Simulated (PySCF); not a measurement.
Single point on HgCl

State: ²Σ⁺ (doublet), unpaired electrons σ ↑.

An equivalent input (the run itself took its basis sets from the Basis Set Exchange, started from a PBE0 density and held the occupation σ 9α 8β, πx 4α 4β, πy 4α 4β, δx 1α 1β, δy 1α 1β):

```python
from pyscf import gto, dft
mol = gto.M(atom='Hg 0 0 0; Cl 0 0 2.408', basis={'Hg': 'def2-TZVPP', 'Cl': 'def2-TZVPP'}, ecp={'Hg': 'def2-TZVPP'},
            charge=0, spin=1, verbose=4, symmetry='C2v')
mf = dft.UKS(mol, xc='BLYP')
mf.grids.atom_grid = (80, 434)
mf.grids.prune = dft.gen_grid.treutler_prune
mf.irrep_nelec = {'A1': (10, 9), 'A2': (1, 1), 'B1': (4, 4), 'B2': (4, 4)}
mf.conv_tol = 1e-9
mf.max_cycle = 60
mf.diis_space = 10
mf.kernel()
```

The log (some set-up lines and the per-cycle HOMO/LUMO lines removed):

```
******** <class 'pyscf.dft.uks_symm.SymAdaptedUKS'> ********
method = SymAdaptedUKS
damping factor = 0
level_shift factor = 0
DIIS = <class 'pyscf.scf.diis.CDIIS'>
diis_start_cycle = 1
diis_space = 10
diis_damp = 0
SCF conv_tol = 1e-09
SCF conv_tol_grad = None
SCF max_cycles = 60
number electrons alpha = 19  beta = 18
Set gradient conv threshold to 3.16228e-05
init E= -613.685525175732
cycle= 1 E= -613.68955682703  delta_E= -0.00403  |g|= 0.0361  |ddm|= 0.214
cycle= 2 E= -613.686716509466  delta_E= 0.00284  |g|= 0.0799  |ddm|= 0.164
cycle= 3 E= -613.690386286965  delta_E= -0.00367  |g|= 0.0134  |ddm|= 0.109
cycle= 4 E= -613.690429514649  delta_E= -4.32e-05  |g|= 0.00432  |ddm|= 0.0164
cycle= 5 E= -613.690443212605  delta_E= -1.37e-05  |g|= 0.000993  |ddm|= 0.00875
cycle= 6 E= -613.690443740926  delta_E= -5.28e-07  |g|= 0.000351  |ddm|= 0.00117
cycle= 7 E= -613.690443789438  delta_E= -4.85e-08  |g|= 5.21e-05  |ddm|= 0.00034
cycle= 8 E= -613.690443790903  delta_E= -1.47e-09  |g|= 2.09e-05  |ddm|= 7.59e-05
cycle= 9 E= -613.690443791055  delta_E= -1.52e-10  |g|= 1.58e-06  |ddm|= 1.71e-05
Extra cycle  E= -613.690443791048  delta_E= 7.5e-12  |g|= 3.62e-06  |ddm|= 7.54e-06
converged SCF energy = -613.690443791048  <S^2> = 0.75192859  2S+1 = 2.0019277
```

Repeating this along the bond gives Re = 2.498 Å and ωe = 219 cm⁻¹.

A point of this curve took 1.2 CPU seconds beside 0.6 for the integrals, on Arm Neoverse V1 (shared host).

Spin–orbit coupling is left out. The state was picked by a PBE0 search and need not be the measured ground state.
